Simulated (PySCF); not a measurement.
N-dimethylsilylethanamine (C4H13NSi), SMILES CCN[SiH](C)C.

Coordinates come from a PBE0-D3(BJ)/def2-SVP optimisation. Other conformers were not sampled.

Two levels are set side by side: TDA-PBE/def2-SVPD (PySCF) and TDA-PBE0/def2-SVPD (PySCF). Vertical, same geometry. The lowest singlet is HOMO→LUMO 99 % with PBE and HOMO→LUMO 89 % with the other functional; states are paired by order. Differences are taken from unrounded values.

```csv
quantity,TDA-PBE0,TDA-PBE,TDA-PBE minus TDA-PBE0
lowest singlet excitation (eV),5.81,4.99,-0.82
lowest triplet excitation (TDA) (eV),5.61,4.88,-0.73
first bright state (f over 0.05) (eV),7.43,5.79,-1.64
its oscillator strength,0.05,0.05,0.00
```

Functionals without exact exchange tend to place singlet excitations lower, as here. Differences between two approximate levels are no errors against the true value.

Rough cost on one machine, each run with all the roots and properties that it gave: TDA-PBE0 against TDA-PBE about 2 times.
